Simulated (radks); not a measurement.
Results of a calculation; reference values are marked as such.
Radial electron density D(r) = 4 pi r^2 rho(r) of an atom or ion with 8 electrons. Code: a radial shooting solver on a logarithmic mesh with Libxc functionals. Model: Dirac Kohn-Sham, Slater X-alpha with alpha = 0.572, spin-unpolarised, spherical densities, point nucleus.

| r (bohr) | D(r) (e/bohr) |
|---|---|
| 0.01747 | 1.249 |
| 0.01939 | 1.485 |
| 0.02151 | 1.759 |
| 0.02387 | 2.075 |
| 0.02649 | 2.437 |
| 0.02916 | 2.815 |
| 0.03235 | 3.272 |
| 0.0359 | 3.779 |
| 0.03983 | 4.336 |
| 0.0442 | 4.938 |
| 0.04904 | 5.575 |
| 0.05441 | 6.238 |
| 0.06038 | 6.907 |
| 0.067 | 7.563 |
| 0.07434 | 8.179 |
| 0.08249 | 8.725 |
| 0.09153 | 9.167 |
| 0.1016 | 9.475 |
| 0.1127 | 9.618 |
| 0.125 | 9.573 |
| 0.1387 | 9.330 |
| 0.154 | 8.892 |
| 0.1708 | 8.280 |
| 0.1895 | 7.536 |
| 0.2103 | 6.718 |
| 0.2334 | 5.897 |
| 0.259 | 5.149 |
| 0.2873 | 4.546 |
| 0.3188 | 4.143 |
| 0.3538 | 3.970 |
| 0.3925 | 4.023 |
| 0.4356 | 4.268 |
| 0.4833 | 4.641 |
| 0.5363 | 5.056 |
| 0.595 | 5.427 |
| 0.6603 | 5.671 |
| 0.7326 | 5.731 |
| 0.8064 | 5.597 |
| 0.8948 | 5.248 |
| 0.9929 | 4.719 |
| 1.102 | 4.062 |
| 1.222 | 3.343 |
| 1.356 | 2.624 |
| 1.505 | 1.962 |
| 1.67 | 1.392 |
| 1.853 | 0.9357 |
| 2.056 | 0.5930 |
| 2.282 | 0.3529 |
| 2.532 | 0.1963 |
| 2.809 | 0.1014 |
| 3.117 | 0.04836 |
| 3.459 | 0.02112 |
| 3.838 | 0.008367 |

What is the nuclear charge?

Answer. Z = 9. The innermost maximum, from 1s, lies near gamma/Z bohr with gamma = sqrt(1 - (Z/c)^2) = 0.998, here 0.111 bohr (found: 0.116), and its height grows with Z. The density is that of the fluorine ion F+ in [He] 2s2 2p4; the configuration itself is not fixed sharply by these data. D(r) has 2 maxima, at r = 0.116, 0.715 bohr, and minima at 0.362 bohr, inside which lie 2.20 electrons.
